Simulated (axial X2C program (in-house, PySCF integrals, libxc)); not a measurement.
## Levels of MoO⁺ by electron attachment to MoO²⁺ (EOM-EA-CCSD)

Computed with an axial X2C code built on PySCF integrals: two-component X2C with atomic mean-field Coulomb and Gaunt terms, Gaussian nuclei, basis Mo dyall-acv3z, O dyall-av3z with contracted cores.

R = 1.486 Å (0.920 times 1.615 Å, the PBE0 minimum at charge 1 for the lowest determinant).

Levels of MoO⁺ obtained by attaching an electron to MoO²⁺:

```tsv
Ω	binding energy (eV)	above lowest (cm⁻¹)	attached spinor	one-particle weight
5/2	14.732	0	96% Mo dδ	0.95
1/2	14.248	3903	56% Mo sσ, 17% O pσ, 12% Mo dσ	0.95
1/2	13.267	11816	55% Mo dπ, 18% O pπ, 17% Mo pπ	0.95
3/2	12.892	14834	58% Mo dπ, 16% Mo pπ, 16% O pπ	0.94
```

(1) Take the first Ω = 1/2 and Ω = 3/2 rows of π character: how far apart are they, and which lies lower?

This point took 30 s on 1 thread of Arm Neoverse V1, on a shared host.

Reference electrons by ω block (each with its −ω partner): 1/2: 16, 3/2: 7, 5/2: 1. 18 electrons of MoO²⁺ correlated (inner shells frozen), 84 natural virtual spinors (a truncated set); levels can be off by some tenths of an eV. Roots sought by Ω: (1/2: 5, 3/2: 4, 5/2: 2, 7/2: 1); the list ends where they run out and leaves out roots under 60 % one-particle weight. The solver can skip a root, and states that need a further excitation, which the method places far too high, are missing though they may lie low or lowest. T1 of the reference 0.024 (Lee–Taylor). The reference was not checked to be the lowest state of its species. Number of frozen shells: Mo 3 s, 2 p, 1 d; O 1 s. Large amplitudes in the reference (orbital relaxation or multireference character) lower the reliability.

Answers

(1) E(3/2) − E(1/2) = 14834 − 11816 = 3018 cm⁻¹ at EOM-EA-CCSD: regular, Ω = 1/2 lower. Splittings at this level can be off by ten to twenty per cent.
